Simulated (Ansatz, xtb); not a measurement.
## C4H5BN2O: which of two isomers lies lower

Structure a is `Bc1[nH]cnc1C=O`, a singlet and structure b is `Bn1cnc(C=O)c1`, a singlet. Both are isolated molecules in the gas phase, relaxed with PBE0-D3(BJ)/def2-SVP; the shapes shown needn't be the lowest conformers.

a (Å):

```xyz
13

C     0.0106   -1.0977    0.7026
C    -0.3301    1.0373    0.1903
C     0.5021   -0.7644   -0.5721
C     1.1844   -1.6167   -1.5657
B    -0.0171   -2.3838    1.5223
N    -0.5126    0.1019    1.1426
N     0.2839    0.5429   -0.8648
O     1.4366   -2.7862   -1.4294
H     0.4533   -3.3998    1.0904
H    -0.5264   -2.3541    2.6214
H    -0.9591    0.2370    2.0423
H    -0.6603    2.0703    0.3052
H     1.4550   -1.0512   -2.4919
```

b (Å):

```xyz
13

C    -0.8354   -0.1824   -0.5800
C     1.2309   -0.4656   -0.1397
C     2.6836   -0.2749   -0.2445
C     0.5604   -1.3073    0.7078
B    -1.9003   -1.7862    1.0488
N    -0.7845   -1.1368    0.4359
N     0.3352    0.2293   -0.9376
O     3.4897   -0.8625    0.4340
H    -3.0011   -1.4925    0.6624
H    -1.6887   -2.5909    1.9165
H    -1.7914    0.1441   -0.9911
H     2.9840    0.4731   -1.0189
H     0.9212   -1.9982    1.4652
```

**Question.** Estimate which is lower in electronic energy at CCSD(T)/def2-SVP + ΔMP2/def2-TZVPP, and by roughly how much.

**Answer.** The CCSD(T)/def2-SVP + ΔMP2/def2-TZVPP calculation puts structure b lower, by 64.1 kJ/mol.

The same difference at several levels:

| level | geometry | E(b) − E(a) (kJ/mol) | departure from the last row (kJ/mol) | job, with rough time for the two |
| --- | --- | --- | --- | --- |
| GFN2-xTB | GFN2-xTB | −81.0 | −16.9 | optimisation, 0.13 s |
| HF/STO-3G | GFN2-xTB | −97.8 | −33.7 | single point, 0.4 s |
| r2SCAN-D4/def2-SVP | GFN2-xTB | −49.2 | +14.8 | single point, 3.1 s |
| PBE0-D3(BJ)/def2-SVP | PBE0-D3(BJ)/def2-SVP | −51.5 | +12.6 | optimisation, 36 s |
| HF/def2-SVP | PBE0-D3(BJ)/def2-SVP | −71.3 | −7.3 | part of the CCSD(T) run |
| MP2/def2-SVP | PBE0-D3(BJ)/def2-SVP | −57.2 | +6.9 | part of the CCSD(T) run |
| CCSD(T)/def2-SVP | PBE0-D3(BJ)/def2-SVP | −63.4 | +0.6 | single point |
| CCSD(T)/def2-SVP + ΔMP2/def2-TZVPP | PBE0-D3(BJ)/def2-SVP | −64.1 |  | single point, 53 s |

As drawn, b has 1 B–N, 1 C–H in place of 1 C–B, 1 N–H.

The levels shown agree on the order. The largest departure from CCSD(T)/def2-SVP + ΔMP2/def2-TZVPP is that of HF/STO-3G, 33.7 kJ/mol. The last row adds to CCSD(T) the change of the MP2 difference between the two basis sets, here −0.6 kJ/mol.

With thermal terms from frequencies at re-optimised GFN2-xTB minima (ideal gas, soft modes damped towards free rotors, one conformer each, 298.15 K, 1 atm): the zero-point term adds +1.4 kJ/mol; ΔH is −63.5 and ΔG −61.5 kJ/mol.

The correlated steps freeze 8 core orbitals. Run with Ansatz 0.2.0, xtb 6.7.1; the last row on 2 threads of Intel(R) Xeon(R) 6975P-C (Granite Rapids) on a shared host.
